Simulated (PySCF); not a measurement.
Al(Me)(SH)2 (CH₅AlS₂), SMILES [CH3][Al]([SH])[SH]. Geometry: PBE-D3(BJ)/def2-SVP. The values are those of a single conformer.

Computed equilibrium geometry at PBE-D3(BJ)/def2-SVP (PySCF confirms it by a frequency run) as bond lengths and angles (one conformer of several):
Atoms: Al1 C2 H3 H4 H5 S6 H7 S8 H9. Bonded distances (Å): Al1–C2 1.953, Al1–S6 2.208, Al1–S8 2.208, C2–H3 1.111, C2–H4 1.109, C2–H5 1.109, S6–H7 1.362, S8–H9 1.362. Bond angles (°): C2–Al1–S6 119.3, C2–Al1–S8 119.4, S6–Al1–S8 121.3, Al1–C2–H3 110.2, Al1–C2–H4 111.7, Al1–C2–H5 111.7, H3–C2–H4 107.4, H3–C2–H5 107.4, H4–C2–H5 108.3, Al1–S6–H7 95.4, Al1–S8–H9 95.4.
Charge 0, spin multiplicity 1.
